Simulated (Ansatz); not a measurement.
H3NSn, singlet, geometry from GFN2-xTB (such geometries of metal compounds can be far from the true shape) (core potentials on Sn); CAM-B3LYP/def2-TZVP in Ansatz (a first-principles code).

Ansatz was given this input:
Ansatz 0.2 input:
```yaml
crystal:
  periodic: [false, false, false]
  atoms:
    - {symbol: Sn, position_ang: [-0.11790455, 0.18000341, 0.24155214]}
    - {symbol: H, position_ang: [-0.57224253, 1.41725621, -1.02958924]}
    - {symbol: N, position_ang: [0.66661723, -1.07363022, -1.13922397]}
    - {symbol: H, position_ang: [0.71740150, -0.93047305, -2.13717151]}
    - {symbol: H, position_ang: [1.08374800, -1.97154218, -0.93627864]}
basis:
  gaussian:
    orbitals: def2-TZVP
hamiltonian:
  xc: cam_b3lyp
```

### Question
Write the output that Ansatz gives for this input, abridged.

### Answer

```
Functional definition: CAM-B3LYP
719 factors; their error is unknown
189 factors; integrals over basis functions are off by at most 4.8e-5 eV
mean field evaluation 1: about -7362.6325 eV, gradient 6.1e1 eV
mean field evaluation 2: about -7341.2459 eV, gradient 1.0e2 eV
mean field evaluation 4: about -7369.7580 eV, gradient 3.3e0 eV
mean field evaluation 8: about -7369.7765 eV, gradient 3.5e-2 eV
mean field evaluation 16: about -7369.8358 eV, gradient 2.5e-5 eV
mean field -7369.83584989 eV, -270.8364720292 hartree, gradient 2.5e-5 eV, S^2 0.000000; 0 other end points of the search recorded, 0 dependent functions left out
reference -7369.83595805 eV, -270.8364760039 hartree; 16, 16 occupied and 83, 83 virtual orbitals, 719 factors
Total energy: -7369.83595805 eV, -270.8364760039 hartree
```
